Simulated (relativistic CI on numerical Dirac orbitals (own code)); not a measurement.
## Line list: Electric-dipole lines, Dy²⁸⁺

Computed by Dirac-Coulomb-Breit CI, orbitals from a KLI potential per configuration, model QED, unscaled Slater integrals (own radial code, finite nucleus).

CI space (outside the closed core [Ar] 3d10): 4s²4p⁶4d², 4s²4p⁵4d³, 4s²4p⁶4d4f, 4s4p⁶4d³, 4s²4p⁵4d²4f, 4s4p⁶4d²4f, 4s²4p⁶4d5s, 4s²4p⁶4f5s, 4s²4p⁶4d5p, 4s²4p⁶4f², 4s²4p⁵4f³, 4s4p⁶4f³, 4s²4p⁶4f5p, 4s²4p⁵4f²5p, 4s4p⁶4f²5p. Double excitations out of closed p, d and f shells are left out; levels of such configurations are missing from the list, as are those of other unlisted configurations, and high levels can miss mixing partners.

| λ vac (nm) | Lower | Upper | A (s⁻¹) | E lower (eV) | E upper (eV) |
| --- | --- | --- | --- | --- | --- |
| 5.9139 | 4s²4p⁶4d² ³F2 [1] | 4s²4p⁵4d³ ³D°1 [123] | 1.23e+12 | 0.000 | 209.650 |
| 5.9410 | 4s²4p⁶4d² ³F3 [3] | 4s²4p⁵4d³ ³D°2 [131] | 6.05e+11 | 8.682 | 217.373 |
| 5.9620 | 4s²4p⁶4d² ³F3 [3] | 4s²4p⁵4d³ ³F°4 [129] | 3.49e+11 | 8.682 | 216.638 |
| 5.9708 | 4s²4p⁶4d² ³F3 [3] | 4s²4p⁵4d³ ³F°3 [128] | 4.52e+11 | 8.682 | 216.334 |
| 6.0138 | 4s²4p⁶4d² ³P2 [4] | 4s²4p⁵4d³ ³S°1 [132] | 1.94e+12 | 12.078 | 218.244 |
| 6.0262 | 4s²4p⁶4d² ³F3 [3] | 4s²4p⁵4d³ ³D°2 [127] | 3.05e+11 | 8.682 | 214.425 |
| 6.0425 | 4s²4p⁶4d² ³P1 [6] | 4s²4p⁵4d³ ³S°1 [132] | 9.84e+11 | 13.055 | 218.244 |
| 6.0682 | 4s²4p⁶4d² ³P1 [6] | 4s²4p⁵4d³ ³D°2 [131] | 1.61e+12 | 13.055 | 217.373 |
| 6.0700 | 4s²4p⁶4d² ³P2 [4] | 4s²4p⁵4d³ ³F°3 [128] | 1.07e+12 | 12.078 | 216.334 |
| 6.0792 | 4s²4p⁶4d² ³F4 [5] | 4s²4p⁵4d³ ³F°4 [129] | 2.21e+12 | 12.690 | 216.638 |
| 6.0883 | 4s²4p⁶4d² ³F4 [5] | 4s²4p⁵4d³ ³F°3 [128] | 9.85e+11 | 12.690 | 216.334 |
| 6.1095 | 4s²4p⁶4d² ³P0 [2] | 4s²4p⁵4d³ ³D°1 [123] | 1.04e+12 | 6.712 | 209.650 |
| 6.1408 | 4s²4p⁶4d² ³P2 [8] | 4s²4p⁵4d³ ¹D°2 [138] | 1.86e+12 | 22.441 | 224.342 |
| 6.1459 | 4s²4p⁶4d² ³P2 [8] | 4s²4p⁵4d³ ³D°3 [137] | 2.00e+12 | 22.441 | 224.177 |
| 6.1536 | 4s²4p⁶4d² ³F3 [3] | 4s²4p⁵4d³ ³D°3 [124] | 3.10e+11 | 8.682 | 210.163 |
| 6.1565 | 4s²4p⁶4d² ¹G4 [7] | 4s²4p⁵4d³ ¹G°4 [135] | 2.34e+12 | 20.501 | 221.889 |
| 6.1576 | 4s²4p⁶4d² ¹G4 [7] | 4s²4p⁵4d³ ¹F°3 [134] | 1.70e+12 | 20.501 | 221.853 |
| 6.1648 | 4s²4p⁶4d² ¹G4 [7] | 4s²4p⁵4d³ ³G°5 [133] | 2.01e+12 | 20.501 | 221.617 |
| 6.1696 | 4s²4p⁶4d² ³P2 [8] | 4s²4p⁵4d³ ¹P°1 [136] | 2.33e+12 | 22.441 | 223.401 |
| 6.1845 | 4s²4p⁶4d² ¹S0 [9] | 4s²4p⁵4d³ ¹P°1 [139] | 2.12e+12 | 31.843 | 232.319 |
| 6.2089 | 4s²4p⁶4d² ³F3 [3] | 4s²4p⁵4d³ ³D°2 [121] | 8.47e+11 | 8.682 | 208.370 |
| 6.2424 | 4s²4p⁶4d² ³F2 [1] | 4s²4p⁵4d³ ³F°2 [109] | 9.35e+11 | 0.000 | 198.616 |
| 6.2591 | 4s²4p⁶4d² ³P2 [4] | 4s²4p⁵4d³ ³D°3 [124] | 3.08e+11 | 12.078 | 210.163 |
| 6.2785 | 4s²4p⁶4d² ³F4 [5] | 4s²4p⁵4d³ ³D°3 [124] | 7.59e+11 | 12.690 | 210.163 |
| 6.3163 | 4s²4p⁶4d² ³P2 [4] | 4s²4p⁵4d³ ³D°2 [121] | 5.66e+11 | 12.078 | 208.370 |
| 6.3238 | 4s²4p⁶4d² ³F2 [1] | 4s²4p⁵4d³ ³F°2 [105] | 1.07e+12 | 0.000 | 196.058 |
| 6.3850 | 4s²4p⁶4d² ³F3 [3] | 4s²4p⁵4d³ ³G°4 [114] | 7.15e+11 | 8.682 | 202.861 |
| 6.4097 | 4s²4p⁶4d² ³F3 [3] | 4s²4p⁵4d³ ³F°3 [113] | 8.38e+11 | 8.682 | 202.114 |
| 6.4394 | 4s²4p⁶4d² ³F4 [5] | 4s²4p⁶4d4f ¹H°5 [119] | 1.74e+12 | 12.690 | 205.230 |
| 6.4545 | 4s²4p⁶4d² ³F3 [3] | 4s²4p⁵4d³ ³G°4 [112] | 7.84e+11 | 8.682 | 200.771 |
| 6.4563 | 4s²4p⁶4d² ³F3 [3] | 4s²4p⁵4d³ ³F°3 [111] | 4.43e+11 | 8.682 | 200.717 |
| 6.4927 | 4s²4p⁶4d² ³P2 [4] | 4s²4p⁵4d³ ³P°1 [116] | 4.73e+11 | 12.078 | 203.037 |
| 6.4964 | 4s²4p⁶4d² ³P2 [4] | 4s²4p⁵4d³ ³D°2 [115] | 1.08e+12 | 12.078 | 202.929 |
| 6.5153 | 4s²4p⁶4d² ³P1 [6] | 4s²4p⁵4d³ ³P°0 [117] | 1.73e+12 | 13.055 | 203.352 |
| 6.5196 | 4s²4p⁶4d² ³F4 [5] | 4s²4p⁵4d³ ³G°4 [114] | 2.02e+11 | 12.690 | 202.861 |
| 6.5243 | 4s²4p⁶4d² ³P2 [4] | 4s²4p⁵4d³ ³F°3 [113] | 5.10e+11 | 12.078 | 202.114 |
| 6.5261 | 4s²4p⁶4d² ³P1 [6] | 4s²4p⁵4d³ ³P°1 [116] | 1.24e+12 | 13.055 | 203.037 |
| 6.5298 | 4s²4p⁶4d² ³P1 [6] | 4s²4p⁵4d³ ³D°2 [115] | 3.64e+11 | 13.055 | 202.929 |
| 6.5765 | 4s²4p⁶4d² ³F2 [1] | 4s²4p⁶4d4f ³G°3 [100] | 1.79e+12 | 0.000 | 188.525 |
| 6.5813 | 4s²4p⁶4d² ³F2 [1] | 4s²4p⁶4d4f ³D°1 [99] | 5.78e+11 | 0.000 | 188.387 |
| 6.8245 | 4s²4p⁶4d² ³P0 [2] | 4s²4p⁶4d4f ³D°1 [99] | 7.53e+11 | 6.712 | 188.387 |
| 7.3031 | 4s²4p⁶4d² ³F4 [5] | 4s²4p⁶4d4f ³G°5 [93] | 1.29e+11 | 12.690 | 182.458 |
| 7.4614 | 4s²4p⁶4d² ¹G4 [7] | 4s²4p⁶4d4f ¹H°5 [96] | 1.33e+11 | 20.501 | 186.668 |
| 7.4819 | 4s²4p⁶4d² ³F3 [3] | 4s²4p⁵4d³ ³D°3 [83] | 1.93e+11 | 8.682 | 174.395 |
| 7.7922 | 4s²4p⁶4d² ¹G4 [7] | 4s²4p⁵4d³ ³D°3 [87] | 2.73e+11 | 20.501 | 179.614 |

Terms are leading LS components. Brackets give the number of a level in order of energy, since labels repeat. The list gives strong lines, with weight on those to low levels, without lines whose two gauges differ by over a factor of 2.5, among the lowest 200 of 1718 levels, so that lines to higher ones, which can be the strongest, are missing. Levels whose partners in the same complex of configurations lie outside the list can be far off, and so can their lines. Rates are taken at the computed energies, electric ones in the length gauge.

At this charge energies of transitions that change n are usually good to better than 1 %, and those within a shell (Δn = 0) to a few per cent. Terms inside the open d or f shell come out 10 to 20 % too wide with unscaled integrals.

LS names give the leading component of a level, which can be under half, so a name can repeat, a term be missing and a line seem to break the LS rules.
